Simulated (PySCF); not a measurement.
InCl2, SMILES [Cl][In+][Cl], charge +1. The structure is a stationary point at r2SCAN-D4/def2-TZVP. The multiplicity is an assumed one; other spin states were not compared. The isomer is the one that the SMILES or the coordinates give; other isomers of the formula were not compared. The def2 effective core potentials stand for the cores of In; spin–orbit coupling is left out.

Computed equilibrium geometry at r2SCAN-D4/def2-TZVP (PySCF confirms it by a frequency run) as Cartesian coordinates in Å, and its point group:
point group D∞h.
```xyz
3

In     0.0000     0.0000     0.0000
Cl     0.0000     0.0000    -2.2056
Cl     0.0000     0.0000     2.2056
```
Charge +1, spin multiplicity 1.
